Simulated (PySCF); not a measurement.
Isomers of C4H10O2SSi, mass 150.017 u with the commonest isotopes. Computed with PBE0/pcSseg-1 in PySCF (dipole) on a GFN2-xTB geometry, gas phase. One conformer each, none proved a minimum here; rigid rotors.

Question: Order these by rotational constant A, smallest first.
A. `[CH3:1][O:2][CH2:3][C@@H:4]1[CH2:5][O:6][SiH2:7][S:8]1` with C1–O2–C3–C4 -73°, O2–C3–C4–C5 -55°, C3–C4–C5–O6 -162°, C4–C5–O6–Si7 36°, C5–O6–Si7–S8 -13°, O6–Si7–S8–C4 -9°
B. `[OH:1][CH2:2][C@@H:3]1[CH2:4][S:5][C@@H:6]1[O:7][SiH3:8]` with H–O1–C2–C3 59°, O1–C2–C3–C4 46°, S5–C6–O7–Si8 65°, C2–C3–C4–S5 -134°, C3–C4–S5–C6 11°, C4–S5–C6–O7 107°, C2–C3–C6–S5 134°
C. `[CH3:1][C@@H:2]([C:3](=[O:4])[SiH3:5])[S@@:6]([CH3:7])=[O:8]` with C1–C2–C3–O4 -154°, C1–C2–S6–C7 172°

Answer: B (1808 MHz), C (1909 MHz), A (3162 MHz).

Question: Order these by out-of-plane moment Σ m c² = (Ia + Ib − Ic)/2, smallest first.
A. `[CH3:1][C@@H:2]([C:3](=[O:4])[SiH3:5])[S@@:6]([CH3:7])=[O:8]` with C1–C2–C3–O4 -154°, C1–C2–S6–C7 172°
B. `[OH:1][CH2:2][C@@H:3]1[CH2:4][S:5][C@@H:6]1[O:7][SiH3:8]` with H–O1–C2–C3 59°, O1–C2–C3–C4 46°, S5–C6–O7–Si8 65°, C2–C3–C4–S5 -134°, C3–C4–S5–C6 11°, C4–S5–C6–O7 107°, C2–C3–C6–S5 134°
C. `[CH3:1][O:2][CH2:3][C@@H:4]1[CH2:5][O:6][SiH2:7][S:8]1` with C1–O2–C3–C4 -73°, O2–C3–C4–C5 -55°, C3–C4–C5–O6 -162°, C4–C5–O6–Si7 36°, C5–O6–Si7–S8 -13°, O6–Si7–S8–C4 -9°

Answer: C (29.04 u·Å²), B (46.14 u·Å²), A (112.60 u·Å²).

Question: Order these by rotational constant C, smallest first.
A. `[CH3:1][O:2][CH2:3][C@@H:4]1[CH2:5][O:6][SiH2:7][S:8]1` with C1–O2–C3–C4 -73°, O2–C3–C4–C5 -55°, C3–C4–C5–O6 -162°, C4–C5–O6–Si7 36°, C5–O6–Si7–S8 -13°, O6–Si7–S8–C4 -9°
B. `[CH3:1][C@@H:2]([C:3](=[O:4])[SiH3:5])[S@@:6]([CH3:7])=[O:8]` with C1–C2–C3–O4 -154°, C1–C2–S6–C7 172°
C. `[OH:1][CH2:2][C@@H:3]1[CH2:4][S:5][C@@H:6]1[O:7][SiH3:8]` with H–O1–C2–C3 59°, O1–C2–C3–C4 46°, S5–C6–O7–Si8 65°, C2–C3–C4–S5 -134°, C3–C4–S5–C6 11°, C4–S5–C6–O7 107°, C2–C3–C6–S5 134°

Answer: A (711.9 MHz), C (846.2 MHz), B (1019 MHz).

```json
{"SMILES": "OC[C@@H]1CS[C@@H]1O[SiH3]", "point group": "C1", "Ia (u·Å²)": "279.54", "Ib (u·Å²)": "410.00", "Ic (u·Å²)": "597.25", "κ": "-0.20", "μa (D)": "0.62", "μb (D)": "0.04", "μc (D)": "1.83"}
{"SMILES": "C[C@@H](C(=O)[SiH3])[S@@](C)=O", "point group": "C1", "Ia (u·Å²)": "264.79", "Ib (u·Å²)": "456.42", "Ic (u·Å²)": "496.01", "κ": "-0.80", "μa (D)": "0.91", "μb (D)": "0.95", "μc (D)": "2.41"}
{"SMILES": "COC[C@@H]1CO[SiH2]S1", "point group": "C1", "Ia (u·Å²)": "159.85", "Ib (u·Å²)": "608.13", "Ic (u·Å²)": "709.89", "κ": "-0.90", "μa (D)": "0.60", "μb (D)": "0.36", "μc (D)": "1.05"}
```
